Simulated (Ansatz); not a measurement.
Ansatz (an electronic-structure program) input (B3LYP/6-31G* with LANL2DZ past Ar): The .json file joins the Basis Set Exchange's 6-31G* for atoms up to Ar and LANL2DZ past it.

Ansatz 0.2 input:
```yaml
crystal:
  periodic: [false, false, false]
  atoms:
    - {symbol: Ta, position_ang: [0.01401267, 0.03131101, 0.02004866]}
    - {symbol: H, position_ang: [-0.69633024, -1.93312382, 0.28542946]}
    - {symbol: H, position_ang: [-0.97595161, 1.39629886, 0.34048984]}
    - {symbol: H, position_ang: [-0.76120316, -1.87719958, -0.48999201]}
    - {symbol: H, position_ang: [-0.28138294, -0.26332157, -1.64431218]}
    - {symbol: H, position_ang: [1.69194311, 0.39164259, 0.04483285]}
basis:
  gaussian:
    orbitals: 6-31Gs+LANL2DZ.json
hamiltonian:
  xc: {name: B3LYP}
total_charge: 1
magnetization: {spin_polarized: true, initial_magnetization: 1}
phonons: {temperatures: {t_min: 298.15, t_max: 298.15, t_step: 100}}
```

Output:

```
Functional definition: B3LYP
integrals: 0.01 GiB planned
487 factors; integrals over basis functions are off by at most 4.7e-4 eV
mean field: 0.12 GiB planned
mean field evaluation 1: about -1641.8529 eV, gradient 8.4e0 eV
mean field evaluation 2: about -1642.2758 eV, gradient 4.6e0 eV
mean field evaluation 4: about -1642.4299 eV, gradient 5.0e-1 eV
mean field evaluation 8: about -1642.4316 eV, gradient 3.0e-2 eV
mean field evaluation 16: about -1642.4317 eV, gradient 5.2e-5 eV
mean field -1642.43173962 eV, -60.3582531507 hartree, gradient 2.8e-5 eV, S^2 0.753405; 3 other end points of the search recorded, 0 dependent functions left out
the calculation of the forces begins
reference -1642.43202392 eV, -60.3582635987 hartree; 9, 8 occupied and 23, 24 virtual orbitals, 487 factors
these checks for a lower state are left out or cut short: stability, starts, cluster_reference, orbital_swaps, neighbouring_geometries, increment
integrals: 0.01 GiB planned
487 factors; integrals over basis functions are off by at most 4.7e-4 eV
mean field: 0.12 GiB planned
mean field evaluation 32: about -1642.4317 eV, gradient 1.1e-6 eV
mean field -1642.43168879 eV, -60.3582512827 hartree, gradient 1.1e-6 eV, S^2 0.753399; 0 other end points of the search recorded, 0 dependent functions left out
the calculation of the forces begins
reference -1642.43197291 eV, -60.3582617241 hartree; 9, 8 occupied and 23, 24 virtual orbitals, 487 factors
these checks for a lower state are left out or cut short: stability, starts, cluster_reference, orbital_swaps, neighbouring_geometries, increment
integrals: 0.01 GiB planned
487 factors; integrals over basis functions are off by at most 4.7e-4 eV
mean field: 0.12 GiB planned
mean field -1642.43169046 eV, -60.3582513441 hartree, gradient 2.1e-6 eV, S^2 0.753411; 0 other end points of the search recorded, 0 dependent functions left out
the calculation of the forces begins
reference -1642.43197494 eV, -60.3582617986 hartree; 9, 8 occupied and 23, 24 virtual orbitals, 487 factors
these checks for a lower state are left out or cut short: stability, starts, cluster_reference, orbital_swaps, neighbouring_geometries, increment
integrals: 0.01 GiB planned
487 factors; integrals over basis functions are off by at most 4.7e-4 eV
mean field: 0.12 GiB planned
mean field -1642.43168561 eV, -60.3582511658 hartree, gradient 1.9e-6 eV, S^2 0.753412; 0 other end points of the search recorded, 0 dependent functions left out
the calculation of the forces begins
reference -1642.43196985 eV, -60.3582616118 hartree; 9, 8 occupied and 23, 24 virtual orbitals, 487 factors
these checks for a lower state are left out or cut short: stability, starts, cluster_reference, orbital_swaps, neighbouring_geometries, increment
integrals: 0.01 GiB planned
487 factors; integrals over basis functions are off by at most 4.7e-4 eV
mean field: 0.12 GiB planned
mean field -1642.43168239 eV, -60.3582510475 hartree, gradient 2.3e-6 eV, S^2 0.753398; 0 other end points of the search recorded, 0 dependent functions left out
the calculation of the forces begins
reference -1642.43196674 eV, -60.3582614975 hartree; 9, 8 occupied and 23, 24 virtual orbitals, 487 factors
these checks for a lower state are left out or cut short: stability, starts, cluster_reference, orbital_swaps, neighbouring_geometries, increment
integrals: 0.01 GiB planned
487 factors; integrals over basis functions are off by at most 4.7e-4 eV
mean field: 0.12 GiB planned
mean field -1642.43173153 eV, -60.3582528534 hartree, gradient 9.2e-6 eV, S^2 0.753401; 0 other end points of the search recorded, 0 dependent functions left out
the calculation of the forces begins
reference -1642.43201587 eV, -60.3582633028 hartree; 9, 8 occupied and 23, 24 virtual orbitals, 487 factors
these checks for a lower state are left out or cut short: stability, starts, cluster_reference, orbital_swaps, neighbouring_geometries, increment
integrals: 0.01 GiB planned
487 factors; integrals over basis functions are off by at most 4.7e-4 eV
mean field: 0.12 GiB planned
mean field -1642.43173119 eV, -60.3582528411 hartree, gradient 7.8e-6 eV, S^2 0.753408; 0 other end points of the search recorded, 0 dependent functions left out
the calculation of the forces begins
reference -1642.43201546 eV, -60.3582632878 hartree; 9, 8 occupied and 23, 24 virtual orbitals, 487 factors
these checks for a lower state are left out or cut short: stability, starts, cluster_reference, orbital_swaps, neighbouring_geometries, increment
integrals: 0.01 GiB planned
487 factors; integrals over basis functions are off by at most 4.7e-4 eV
mean field: 0.12 GiB planned
mean field evaluation 64: about -1642.4356 eV, gradient 3.9e-2 eV
[...]
mean field: 0.12 GiB planned
mean field -1642.43172315 eV, -60.3582525456 hartree, gradient 2.9e-6 eV, S^2 0.753413; 0 other end points of the search recorded, 0 dependent functions left out
the calculation of the forces begins
reference -1642.43200749 eV, -60.3582629950 hartree; 9, 8 occupied and 23, 24 virtual orbitals, 487 factors
these checks for a lower state are left out or cut short: stability, starts, cluster_reference, orbital_swaps, neighbouring_geometries, increment
integrals: 0.01 GiB planned
487 factors; integrals over basis functions are off by at most 4.7e-4 eV
mean field: 0.12 GiB planned
mean field -1642.43171219 eV, -60.3582521428 hartree, gradient 1.3e-6 eV, S^2 0.753411; 0 other end points of the search recorded, 0 dependent functions left out
the calculation of the forces begins
reference -1642.43199657 eV, -60.3582625935 hartree; 9, 8 occupied and 23, 24 virtual orbitals, 487 factors
these checks for a lower state are left out or cut short: stability, starts, cluster_reference, orbital_swaps, neighbouring_geometries, increment
integrals: 0.01 GiB planned
487 factors; integrals over basis functions are off by at most 4.7e-4 eV
mean field: 0.12 GiB planned
mean field evaluation 96: about -1642.4317 eV, gradient 2.1e-5 eV
mean field -1642.43171246 eV, -60.3582521527 hartree, gradient 1.2e-6 eV, S^2 0.753398; 0 other end points of the search recorded, 0 dependent functions left out
the calculation of the forces begins
reference -1642.43199669 eV, -60.3582625980 hartree; 9, 8 occupied and 23, 24 virtual orbitals, 487 factors
these checks for a lower state are left out or cut short: stability, starts, cluster_reference, orbital_swaps, neighbouring_geometries, increment
integrals: 0.01 GiB planned
487 factors; integrals over basis functions are off by at most 4.7e-4 eV
mean field: 0.12 GiB planned
mean field -1642.43173533 eV, -60.3582529930 hartree, gradient 1.3e-6 eV, S^2 0.753405; 0 other end points of the search recorded, 0 dependent functions left out
the calculation of the forces begins
reference -1642.43201967 eV, -60.3582634424 hartree; 9, 8 occupied and 23, 24 virtual orbitals, 487 factors
these checks for a lower state are left out or cut short: stability, starts, cluster_reference, orbital_swaps, neighbouring_geometries, increment
integrals: 0.01 GiB planned
487 factors; integrals over basis functions are off by at most 4.7e-4 eV
mean field: 0.12 GiB planned
mean field -1642.43173783 eV, -60.3582530851 hartree, gradient 2.7e-6 eV, S^2 0.753404; 0 other end points of the search recorded, 0 dependent functions left out
the calculation of the forces begins
reference -1642.43202210 eV, -60.3582635316 hartree; 9, 8 occupied and 23, 24 virtual orbitals, 487 factors
these checks for a lower state are left out or cut short: stability, starts, cluster_reference, orbital_swaps, neighbouring_geometries, increment
integrals: 0.01 GiB planned
487 factors; integrals over basis functions are off by at most 4.7e-4 eV
mean field: 0.12 GiB planned
mean field -1642.43173278 eV, -60.3582528995 hartree, gradient 2.2e-6 eV, S^2 0.753403; 0 other end points of the search recorded, 0 dependent functions left out
the calculation of the forces begins
reference -1642.43201714 eV, -60.3582633494 hartree; 9, 8 occupied and 23, 24 virtual orbitals, 487 factors
these checks for a lower state are left out or cut short: stability, starts, cluster_reference, orbital_swaps, neighbouring_geometries, increment
integrals: 0.01 GiB planned
487 factors; integrals over basis functions are off by at most 4.7e-4 eV
mean field: 0.12 GiB planned
mean field -1642.43173269 eV, -60.3582528962 hartree, gradient 9.5e-6 eV, S^2 0.753406; 0 other end points of the search recorded, 0 dependent functions left out
the calculation of the forces begins
reference -1642.43201694 eV, -60.3582633423 hartree; 9, 8 occupied and 23, 24 virtual orbitals, 487 factors
these checks for a lower state are left out or cut short: stability, starts, cluster_reference, orbital_swaps, neighbouring_geometries, increment
integrals: 0.01 GiB planned
487 factors; integrals over basis functions are off by at most 4.7e-4 eV
mean field: 0.12 GiB planned
mean field evaluation 128: about -1642.4317 eV, gradient 2.7e-6 eV
mean field -1642.43169652 eV, -60.3582515668 hartree, gradient 2.7e-6 eV, S^2 0.753409; 0 other end points of the search recorded, 0 dependent functions left out
the calculation of the forces begins
reference -1642.43198078 eV, -60.3582620134 hartree; 9, 8 occupied and 23, 24 virtual orbitals, 487 factors
these checks for a lower state are left out or cut short: stability, starts, cluster_reference, orbital_swaps, neighbouring_geometries, increment
integrals: 0.01 GiB planned
487 factors; integrals over basis functions are off by at most 4.7e-4 eV
mean field: 0.12 GiB planned
mean field -1642.43169625 eV, -60.3582515570 hartree, gradient 1.8e-6 eV, S^2 0.753400; 0 other end points of the search recorded, 0 dependent functions left out
the calculation of the forces begins
reference -1642.43198059 eV, -60.3582620064 hartree; 9, 8 occupied and 23, 24 virtual orbitals, 487 factors
these checks for a lower state are left out or cut short: stability, starts, cluster_reference, orbital_swaps, neighbouring_geometries, increment
integrals: 0.01 GiB planned
487 factors; integrals over basis functions are off by at most 4.7e-4 eV
mean field: 0.12 GiB planned
mean field -1642.43173666 eV, -60.3582530422 hartree, gradient 1.3e-6 eV, S^2 0.753408; 0 other end points of the search recorded, 0 dependent functions left out
the calculation of the forces begins
reference -1642.43202095 eV, -60.3582634896 hartree; 9, 8 occupied and 23, 24 virtual orbitals, 487 factors
these checks for a lower state are left out or cut short: stability, starts, cluster_reference, orbital_swaps, neighbouring_geometries, increment
integrals: 0.01 GiB planned
487 factors; integrals over basis functions are off by at most 4.7e-4 eV
mean field: 0.12 GiB planned
mean field -1642.43173446 eV, -60.3582529614 hartree, gradient 1.5e-6 eV, S^2 0.753401; 0 other end points of the search recorded, 0 dependent functions left out
the calculation of the forces begins
reference -1642.43201879 eV, -60.3582634100 hartree; 9, 8 occupied and 23, 24 virtual orbitals, 487 factors
these checks for a lower state are left out or cut short: stability, starts, cluster_reference, orbital_swaps, neighbouring_geometries, increment
integrals: 0.01 GiB planned
487 factors; integrals over basis functions are off by at most 4.7e-4 eV
mean field: 0.12 GiB planned
mean field -1642.43171918 eV, -60.3582523998 hartree, gradient 1.8e-6 eV, S^2 0.753395; 0 other end points of the search recorded, 0 dependent functions left out
the calculation of the forces begins
reference -1642.43200349 eV, -60.3582628478 hartree; 9, 8 occupied and 23, 24 virtual orbitals, 487 factors
these checks for a lower state are left out or cut short: stability, starts, cluster_reference, orbital_swaps, neighbouring_geometries, increment
integrals: 0.01 GiB planned
487 factors; integrals over basis functions are off by at most 4.7e-4 eV
mean field: 0.12 GiB planned
mean field evaluation 160: about -1642.4317 eV, gradient 2.9e-6 eV
mean field -1642.43171852 eV, -60.3582523756 hartree, gradient 2.9e-6 eV, S^2 0.753414; 0 other end points of the search recorded, 0 dependent functions left out
the calculation of the forces begins
reference -1642.43200283 eV, -60.3582628236 hartree; 9, 8 occupied and 23, 24 virtual orbitals, 487 factors
Total energy: -1642.43202392 eV, -60.3582635987 hartree
Atom 0 at     0.014013     0.031311     0.020049 Å, force    -0.000032    -0.000351     0.000904 eV/Å
Atom 1 at    -0.696330    -1.933124     0.285429 Å, force     0.000002     0.000074    -0.000234 eV/Å
Atom 2 at    -0.975952     1.396299     0.340490 Å, force    -0.000068    -0.000079    -0.000496 eV/Å
Atom 3 at    -0.761203    -1.877200    -0.489992 Å, force     0.000021     0.000021     0.000120 eV/Å
Atom 4 at    -0.281383    -0.263322    -1.644312 Å, force     0.000174     0.000403     0.000200 eV/Å
Atom 5 at     1.691943     0.391643     0.044833 Å, force    -0.000097    -0.000069    -0.000493 eV/Å
Dipole moment:    -0.153425    -0.488361     0.275029 e Å
Vibrations: 395.36 464.72 528.99 559.84 601.49 629.58 810.69 966.27 1852.37 1862.69 1939.68 3785.27 cm⁻¹, zero-point energy 0.892498 eV
```

The blocks after the first are displaced geometries, from whose forces the wavenumbers follow.

The dipole moment of an ion depends on the origin.
